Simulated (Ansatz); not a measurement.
A nudged elastic band was laid between two geometries of AlBCl2H3N (8 atoms, charge 0, multiplicity 1).

The calculation used UKS r2SCAN-D4/STO-3G in Ansatz 0.2.0.

| Item | Value |
| --- | --- |
| movable images | 7 |
| climbing image | yes |
| spring | 5.0 eV/Å² |
| optimiser | quadratic models (default) |
| start path | through a guess of the saddle point |
| force threshold | 0.5 eV/Å |
| iteration limit | 31 |
| end points | relaxed |

Image 0:

```xyz
8
Properties=species:S:1:pos:R:3
N 0.609 0.151 1.336
B 0.698 -0.425 0.085
Al -0.753 -0.013 -1.245
Cl -0.924 -0.703 -3.201
Cl -2.305 1.257 -0.655
H -0.158 0.786 1.645
H 1.306 0.009 2.099
H 1.620 -1.120 -0.120
```

Image 8:

```xyz
8
Properties=species:S:1:pos:R:3
N 0.717 -0.077 1.066
B 0.658 -1.183 -0.143
Al -0.672 -0.371 -1.356
Cl -1.605 -0.626 -3.211
Cl -1.155 1.570 -0.456
H 0.383 -0.441 1.998
H 0.079 0.775 0.795
H 1.687 0.295 1.251
```

Q: Which bonds break or form, and what moves?

A: Bonds broken: B2–H8. Bonds formed: N1–H8.

Q: Give the energies along the band, and the barrier.

A: It converged. The highest image is number 6 of 0 to 8, 5.73 eV above the first end and 0.44 eV above the last; the last end lies 5.28 eV above the first. The threshold of 0.5 eV/Å is loose, so the images may lie well off the minimum-energy path. The profile has 2 maxima (images 2, 6) with wells between them (image 4): this band takes more than one step, which may be the mechanism or a detour left from its start path. Neighbouring images differ by up to 4.4 eV, so the band resolves the path poorly. The order of the stationary point at the top wasn't checked. Limits of this set-up: minimal basis.

```
image  path coordinate (Å)  energy (eV)  B2–H8 (Å)  N1–H8 (Å)
    0                 0.00         0.00       1.17       2.18
    1                 1.47         0.03       1.17       2.17
    2                 2.93         1.23       1.17       2.20
    3                 4.37         0.70       1.17       2.19
    4                 5.85         0.01       1.17       2.19
    5                 7.33         1.37       1.19       1.91
    6                 8.76         5.73       2.22       1.07
    7                10.15         5.56       2.25       1.06
    8                11.54         5.28       2.28       1.06
```

Q: What is the geometry of the highest image?

A: 
```xyz
8
Properties=species:S:1:pos:R:3
N 0.851 -0.239 1.244
B -0.295 -0.669 0.237
Al -0.911 0.229 -1.352
Cl -0.954 -0.876 -3.145
Cl -2.162 1.924 -1.591
H 1.040 -0.955 2.005
H 0.727 0.674 1.792
H 1.795 -0.145 0.755
```

The run took 7 min on 1 thread of Intel(R) Xeon(R) Platinum 8375C CPU @ 2.90GHz (Ice Lake) (shared host), peak memory 0.18 GiB.
